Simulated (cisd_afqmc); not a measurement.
Input (AFQMC/CISD/def2-TZVPP; cisd_afqmc is a phaseless AFQMC code with CISD trial states that reads the integrals written by Ansatz):

Ansatz 0.2 input:
```python
import cisd_afqmc

open("ham.yaml", "w").write("""\
crystal:
  periodic: [false, false, false]
  atoms:
    - {symbol: Sn, position_ang: [-0.25603932, -0.06847504, -0.09511690]}
    - {symbol: O, position_ang: [1.21668056, -0.70173664, -1.27856668]}
    - {symbol: O, position_ang: [0.14271850, -0.82810249, 1.70333683]}
    - {symbol: O, position_ang: [0.01476003, 1.89734360, 0.08572080]}
    - {symbol: H, position_ang: [1.46552059, -0.04985208, -1.94610363]}
    - {symbol: H, position_ang: [0.56684238, -1.69438347, 1.65689756]}
    - {symbol: H, position_ang: [-0.22366971, 2.22795165, 0.96112356]}
basis:
  gaussian:
    orbitals: def2-TZVPP
magnetization: {spin_polarized: true, initial_magnetization: 1}
correlation: {method: ccsd, electrons: outside_noble_gas, hamiltonian_folder: ham}
""")
rep = cisd_afqmc.ansatz("ham.yaml")
e_ccsd = rep["correlation"]["coupled_cluster"]["energy"]["hartree"]
out = cisd_afqmc.run("ham", e_ccsd, trial="CISD", walkers=1000, populations=1, threads=12, dt=0.005, steps=40, early=36, settle=10, least=100,
    cut=5e-5, rank_cut=2e-4, target=0.0007, seconds=1500, seed=4, memory=62639, gpu=True)
```

Output:

```
orbitals 173, occupied [13, 12], factors 1017 of 1322, rank of the doubles 1154 of 4012
E(HF) = -439.824271
E(CCSD) on the cut factors = -440.656303, shift to the whole factors -0.000009
Energy of the trial state on the determinant = -440.656328
  tau behind 10.8 of longer steps, mean of the populations' last blocks
   2.0  -440.69093
   4.0  -440.69255
   6.0  -440.69024
   8.0  -440.69038
  10.0  -440.69157
  12.0  -440.69350
  14.0  -440.69193
  16.0  -440.69004
  18.0  -440.68716
  20.0  -440.68962
  22.0  -440.69246
blocks 100 (0 outliers left out), error by blocks joined: 1: 0.00040, 2: 0.00050, 4: 0.00052, 8: 0.00059
E(AFQMC/CISD) = -440.69095 +/- 0.00059
```
